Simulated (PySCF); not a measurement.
# What a mistake does to a calculation on AlFH4N2

All numbers below are calculated, not measured. The program is PySCF 2.14.0, an open-source quantum chemistry code, run on an isolated molecule that a program drew, which may never have been made. The molecule is AlFH4N2 (charge 0, singlet), drawn as the SMILES string `[NH2][Al]([NH2])[F]`.

Each row is a Hartree-Fock (HF) and frozen-core CCSD(T) single point in the cc-pV(D+d)Z basis, meant for a local HF minimum. Run 1 is clean. Each other run has one planted mistake out of seven kinds, and not every kind appears here: one electron removed, one electron added, multiplicity raised by two, geometry at a saddle point, minimal basis STO-3G, one bond length entered in bohr, all coordinates scaled. The reference is restricted for singlets and unrestricted otherwise, and also for a bond in bohr. Adding or removing an electron swaps singlet and doublet. Electrons count all cores. HOMO and LUMO are orbital energies over both spins, the gradient is its largest component, and the lowest frequency (negative if imaginary) is given only where the gradient is small. Bond lengths are over the 7 bonds as drawn. T1 is the CCSD diagnostic: over 0.02 (restricted) or 0.045 (unrestricted) a single reference is doubtful.

Geometry of the clean run:
```xyz
8
AlFH4N2, angstrom
N    -0.1763   -2.7826   -0.4153
Al    0.6840   -3.2940    1.0244
N     1.3033   -2.2031    2.2495
F     0.9284   -4.9171    1.2420
H    -0.3905   -1.8371   -0.6673
H    -0.5293   -3.4082   -1.1140
H     1.2250   -1.2046    2.2414
H     1.7947   -2.4983    3.0715
```

```
run,electrons,basis functions,<S^2>,HOMO (eV),LUMO (eV),gradient (hartree/bohr),lowest frequency (cm^-1),mean bond (Å),longest bond (Å),T1,HF (hartree),CCSD(T) (hartree),mistake
1,40,85,0.000,-10.57,3.40,2.8e-05,206,1.3100,1.753,0.0118,-452.75734,-453.38818,no fault
2,39,85,0.759,-15.64,-6.91,1.0e-01,-,1.3100,1.753,0.0650,-452.44180,-453.04217,one electron removed
3,40,28,0.000,-7.49,11.23,3.7e-02,-,1.3100,1.753,0.0134,-446.96570,-447.12553,minimal basis STO-3G
4,40,85,2.009,-3.44,-0.21,6.2e-02,-,1.3100,1.753,0.0259,-452.55844,-453.17256,?
```

**Which mistake was planted in run 4, and what did it cost?**

Electrons, basis and geometry are unchanged, and <S^2> is 2.009, beside S(S+1) = 2.00 for a multiplicity of 3. So the mistake is: multiplicity raised by two. Subtracting run 1 and multiplying by 627.51 kcal/mol a hartree, the energy moved by 124.8 kcal/mol in HF and 135.3 kcal/mol in CCSD(T).

Cautions from the logs. Run 2: T1 is over the limit, so its CCSD(T) energy is less reliable.
